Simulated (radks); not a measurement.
Numerical settings for neutral magnesium, [Ne] 3s2. Method: scalar-relativistic Kohn-Sham, PBEsol, spin-polarised, spherical densities, point nucleus; computed with a radial shooting solver on a logarithmic mesh with Libxc functionals. The defaults (mesh step 0.008 in ln r, mesh end at 40 bohr or more with all orbitals vanishing there, Anderson mixing 0.5 over 9 steps, residual threshold near 1e-9 with the energy settled to 1e-9 hartree or 1e-11 of itself, here a cap of 92 iterations) give E = -199.8404 hartree and 3s at -4.679 eV in 14 iterations. Run on one thread of a shared host, so times are rough (Intel(R) Xeon(R) 6975P-C): 0.09 s of CPU time, 0.09 s wall, 14 iterations on 2597 mesh points. Changes against that run (0 stands for a change within the tolerance of the run):

setting                     iterations         converged  E (mhartree)  e(3s) (meV)  CPU (s)
mesh step in ln r 0.12               4                no      diverged            -     0.01
mesh step in ln r 0.02              14               yes             0            0     0.04
mesh step in ln r 0.012             14               yes             0            0     0.06
mesh end (bohr) 3                   14  level above zero     +1.13e+03    +2.05e+04     0.07
mesh end (bohr) 20                  14               yes             0            0     0.09
residual threshold 1e-16            92                no             0            0      0.3
residual threshold 0.001             9               yes             0       +0.132     0.07
mixing 2.5                          15               yes             0            0     0.09
linear mixing, mixing 0.05          92                no        +0.011        -11.3     0.47
linear mixing, mixing 0.8           27               yes             0            0     0.14
mixing history 3                    17               yes             0            0      0.1
iteration cap 8                      8                no             0       +0.132     0.06

Settled on a wrong energy, with an occupied level pushed above zero by the early mesh end: mesh end (bohr) 3 (+1.13 hartree). Apart from these: no run marked as converged misses the energy by more than 1 mhartree. A mesh that ends early acts as a hard wall.
